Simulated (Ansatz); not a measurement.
`[F][Sn]([F])([F])[I]` + `O[SiH3]` → `[F][Sn]([F])([F])[O][SiH3]` + HI  (ligand exchange at the Sn–I bond)

Computed with Ansatz on PBE0-D4/def2-TZVP structures; ΔE is electronic, products minus reactants. CBS: MP2 limit from def2 TZ/QZ plus the TZ coupled-cluster correction, frozen cores. DFT in def2-TZVPP. def2 core potentials past Kr. For I, Sn outer-core shells are correlated without core-valence functions, which leaves a few kJ/mol of doubt a bond. Each species was taken in one conformer, which may not be the lowest.

| level | ΔE (kcal/mol) |
| --- | --- |
| PBE-D4 | 20.7 |
| r2SCANh-D4 | 19.7 |
| ωB97X-V | 17.6 |
| B2PLYP | 18.2 |
| BLYP | 19.4 |
| LC-ωPBE | 17.7 |
| CCSD/def2-SVP | 15.1 |
| MP2/def2-TZVPP | 17.6 |

Task: What does CCSD(T)/CBS give? (Estimate.)

Result: Computed: +18.3 kcal/mol. The listed levels differ from it by 2.4, 1.4, -0.7, -0.1, 1.1, -0.6, -3.2, -0.7 kcal/mol.

Largest T1 diagnostic among the species: 0.015.

Leaving LDA and LC-ωPBE aside and taking each functional with its dispersion term where it has one, the values, not all of them listed here, spread over 3.2 kcal/mol, from B97M-V to PBE-D4. At CCSD(T), def2-SVP lies −3.2 kcal/mol from the extrapolated value and def2-TZVPP −2.8 kcal/mol.
